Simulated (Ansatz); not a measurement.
Geometry optimisation, RKS B3LYP-D4/def2-SVP in Ansatz 0.2.0.

input.yaml

```yaml
crystal:
  periodic: [false, false, false]
  atoms:
    - { symbol: Mg, position_ang: [-1.1505, -1.001, -1.7965] }
    - { symbol: H, position_ang: [1.0697, -0.544, -1.7771] }
    - { symbol: Cl, position_ang: [-3.0263, -1.6561, -2.5429] }
    - { symbol: H, position_ang: [0.7648, -0.2105, -0.903] }
    - { symbol: O, position_ang: [-0.0314, 0.0731, 0.0576] }
    - { symbol: Si, position_ang: [0.4779, 0.6969, 1.4416] }
    - { symbol: H, position_ang: [1.3446, 1.8443, 1.1309] }
    - { symbol: H, position_ang: [1.2465, -0.3231, 2.1737] }
    - { symbol: H, position_ang: [-0.6954, 1.1203, 2.2158] }
basis:
  gaussian: { orbitals: def2-SVP }
hamiltonian:
  xc: b3lyp
  dispersion: d4
relax:
  f_tol: 0.15
  max_steps: 25
  restrain:
    - { distance: [0, 4], at: 3.37, k: 30.0 }
    - { distance: [3, 1], at: 1.92, k: 30.0 }
    - { distance: [0, 1], at: 1.72, k: 30.0 }
    - { distance: [3, 4], at: 0.97, k: 30.0 }
```

Command:

```bash
$ ansatz run input.yaml --threads 2 --pin off --max-ram 3072MiB --backend cpu --events-out ev --progress --plain --runs-dir out
```

Q: Where does it end, and by what steps?

A: It converged. The restraints hold the end off the free minimum. After 10 steps the energy has fallen by 0.646 eV (the restraints' own energy left out); Mg1 moved furthest, 0.77 Å. Joined: Mg1–H2 (2.27 → 1.71 Å), H4–O5 (1.28 → 0.97 Å).

| step | energy less start (eV) | largest force component (eV/Å) | accepted |
| --- | --- | --- | --- |
| 0 | 0.0000 | 3.291 | yes |
| 1 | 0.2498 | 7.001 | yes |
| 2 | 0.1630 | 6.532 | yes |
| 3 | -0.0807 | 2.843 | yes |
| 4 | -0.3220 | 3.036 | yes |
| 5 | -0.5219 | 1.834 | yes |
| 6 | -0.6041 | 0.460 | yes |
| 7 | -0.6128 | 1.077 | no |
| 8 | -0.6309 | 0.399 | yes |
| 9 | -0.6432 | 0.317 | yes |
| 10 | -0.6464 | 0.273 | yes |

```xyz
9
Properties=species:S:1:pos:R:3
Mg -1.092 -1.330 -2.491
H 0.544 -0.938 -2.164
Cl -3.136 -1.928 -3.067
H 0.545 0.007 -0.491
O -0.025 0.345 0.220
Si 0.653 0.844 1.664
H 1.585 1.995 1.469
H 1.408 -0.258 2.334
H -0.483 1.263 2.526
```

The run took 16 s on 2 threads of Intel(R) Xeon(R) 6975P-C (Granite Rapids) (shared host), peak memory 0.2 GiB.
